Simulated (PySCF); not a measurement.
## Shapes and spin states of MoO₂

These are results of PySCF, BP86, basis Mo def2-TZVP with ECP28, O def2-TZVP (scalar-relativistic core potentials, no spin–orbit coupling, density fitting), not measurements.

Relaxations began from a few typed shapes and spin states; open shells are unrestricted. The search is not exhaustive: other isomers or separated fragments can lie lower, and high-lying points may rest on an excited occupation.

```json
{"spin": "triplet", "group": "C2v", "bonds": "Mo–O 1.705 Å (×2)", "angles": "O–Mo–O 113.1°", "imaginary modes (cm⁻¹)": "none", "ΔE (kJ/mol)": "0.0", "ΔE with ZPE (kJ/mol)": "0.0"}
{"spin": "broken-symmetry Ms = 0 (⟨S²⟩ 0.91)", "group": "C2v", "bonds": "Mo–O 1.697 Å (×2)", "angles": "O–Mo–O 109.5°", "imaginary modes (cm⁻¹)": "none", "ΔE (kJ/mol)": "16.7", "ΔE with ZPE (kJ/mol)": "16.9"}
{"spin": "singlet (closed shell, unstable to spin polarisation)", "group": "C2v", "bonds": "Mo–O 1.684 Å (×2)", "angles": "O–Mo–O 103.8°", "imaginary modes (cm⁻¹)": "none", "ΔE (kJ/mol)": "46.4", "ΔE with ZPE (kJ/mol)": "47.2"}
{"spin": "broken-symmetry Ms = 1 (⟨S²⟩ 2.82)", "group": "C2v", "bonds": "Mo–O 1.910 Å (×2), O–O 1.437 Å", "angles": "Mo–O–O 67.9° (×2), O–Mo–O 44.2°", "imaginary modes (cm⁻¹)": "none", "ΔE (kJ/mol)": "505.6", "ΔE with ZPE (kJ/mol)": "504.1"}
```

The lowest minimum found is the triplet C2v: Mo–O 1.705 Å (×2); O–Mo–O 113.1°.

Formally Mo is in oxidation state +4, d2, with 2 unpaired electrons (the high-spin count). The Mulliken spin on Mo is 2.00. The polar-tensor charge on Mo, 1.29, is far below the formal one.

For the lowest minimum: open d and f shells are described by one determinant, and the ground state may have another occupation or spin.

The electron or spin density has lower symmetry than the nuclear frame for the broken-symmetry Ms = 0 (⟨S²⟩ 0.91) C2v at 16.7 kJ/mol, broken-symmetry Ms = 1 (⟨S²⟩ 2.82) C2v at 505.6 kJ/mol.
